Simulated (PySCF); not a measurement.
Question: What does the PBE0-D3(BJ)/def2-SVP structure of `N#Cc1cccc(O)c1` (3-cyanophenol) look like in three dimensions?

Answer: 
```xyz
14
C7H5NO angstrom
N      3.5810   -1.8399   -0.3788
C      2.5890   -1.2521   -0.2572
C      1.3626   -0.5262   -0.1070
C      1.3895    0.8463    0.1688
C      0.1829    1.5281    0.3100
C     -1.0315    0.8653    0.1808
C     -1.0572   -0.5077   -0.0952
O     -2.2599   -1.0992   -0.2103
C      0.1428   -1.2050   -0.2393
H      2.3447    1.3627    0.2692
H      0.1892    2.5988    0.5254
H     -1.9817    1.3913    0.2899
H     -2.1464   -2.0371   -0.3985
H      0.1404   -2.2766   -0.4544
```

Any rigid rotation of these coordinates is as good. Atoms count from 1 in this order. Of the pairs four or more bonds apart, H13···H14 is among the closest relative to their van der Waals radii: 2.30 Å, 96 % of the sum of Bondi's values. The C–C distances run from 1.390 Å (C5–C6, aromatic) to 1.433 Å (C2–C3, drawn single), a spread of 0.043 Å. O8 (phenol-type oxygen) is bent (angle 109.8°). The 9 heavy atoms lie in one plane (0.000 Å rms).

Bonds between heavy atoms (Å): N1≡C2 1.159, C2–C3 1.433, C3–C4 1.400, C4–C5 1.393, C5–C6 1.390, C6–C7 1.401, C7–O8 1.345, C7–C9 1.395, C3–C9 1.402.

Method used: PBE0-D3(BJ)/def2-SVP geometry optimisation, gas phase in PySCF 2.14.0.

Point group: Cs (tolerance 0.08 Å). No frequency check. The numbers are those of one conformer (C6–C7–O8–H 180°).
